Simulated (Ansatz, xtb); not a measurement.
# Relative energy of two structures of CH6BSn

Structure a: a doublet given by its coordinates. Structure b: `C[BH][SnH2]`, a doublet. Both are isolated molecules in the gas phase, relaxed with PBE0-D3(BJ)/def2-SVP; the shapes shown needn't be the lowest conformers.

a (Å):

```yaml
atoms:
  - { symbol: C, position_ang: [-0.3561, -0.0126, 0.9353] }
  - { symbol: B, position_ang: [-0.2922, 0.4227, -0.5760] }
  - { symbol: Sn, position_ang: [0.4877, -1.1941, -2.1293] }
  - { symbol: H, position_ang: [-1.1151, 1.1260, -1.1150] }
  - { symbol: H, position_ang: [0.3842, -0.7716, 1.2293] }
  - { symbol: H, position_ang: [-1.3600, -0.3653, 1.2188] }
  - { symbol: H, position_ang: [1.7064, -1.9969, -1.1085] }
  - { symbol: H, position_ang: [0.8884, 0.5783, -1.0662] }
  - { symbol: H, position_ang: [-0.1604, 0.8862, 1.5523] }
```

Close contacts (Å): C1–B2 1.57, B2–Sn3 2.37, C1–H5 1.10, C1–H6 1.10, C1–H9 1.11, B2–H4 1.21, B2–H8 1.29, Sn3–H7 1.78, Sn3–H8 2.11.

b (Å):

```xyz
9

C     0.1645   -0.8275    2.5074
B     1.1100   -1.4973    1.4579
Sn    0.8717   -3.5446    0.7531
H     0.7691   -0.4768    3.3641
H    -0.6571   -1.4467    2.8933
H    -0.2670    0.0910    2.0687
H     2.0421   -0.8948    0.9752
H    -0.3531   -4.6356    1.2580
H     1.8717   -4.3351   -0.3914
```

Energies in hartree; the thermal terms are from PBE0-D3(BJ)/def2-SVP harmonic frequencies (ideal gas, rigid rotor, one conformer each, 298.15 K, 1 atm) and include the zero-point energy:

```
                              a           b
E, CCSD(T)/def2-SVP  −279.690000  −279.682450
    E, MP2/def2-SVP  −279.625748  −279.621157
  E, MP2/def2-TZVPP  −279.973625  −279.967282
  zero-point energy     0.062429     0.060342
       H(298 K) − E     0.069098     0.067655
       G(298 K) − E     0.032213     0.029415
```

Problem. Correct the CCSD(T) difference for the basis set by the MP2 change, then work out ΔE, ΔE₀, ΔH and ΔG for a → b in kJ/mol (1 Eh = 2625.50 kJ/mol) and the equilibrium ratio [b]/[a].

Solution. 1. Differences b − a: CCSD(T) +0.007550, MP2 in the small set +0.004591, MP2 in the large set +0.006343 Eh.
2. ΔE = +0.007550 + (+0.006343 − (+0.004591)) = +0.009302 Eh = +24.42 kJ/mol.
3. ΔE₀ = ΔE + ΔZPE = +0.009302 + (−0.002087) Eh = +18.94 kJ/mol.
4. ΔH = ΔE + (−0.001443) Eh = +20.63 kJ/mol.
5. ΔG = ΔE + (−0.002798) Eh = +17.08 kJ/mol, so ΔS = (ΔH − ΔG)/T = +11.9 J/(mol K).
6. kT = 0.9442 mEh, so K = [b]/[a] = exp(−ΔG/kT) = exp(−6.89) ≈ 0.001.

Structure a is favoured at this temperature. An error of 4 kJ/mol in ΔG would change K by a factor of 5. Mirror images and further conformers aren't counted.

Other levels gave ΔE = +27.2 (PBE0-D3(BJ)/def2-SVP); +6.5 (HF/def2-SVP); +12.1 (MP2/def2-SVP); +19.8 (CCSD(T)/def2-SVP) kJ/mol. Open shells are spin-unrestricted. The correlated steps freeze 6 core orbitals; the filled d shell of Sn is correlated, in a basis made for valence electrons. Atoms past krypton carry core potentials in the def2 sets, without spin–orbit terms. Programs: Ansatz 0.2.0.
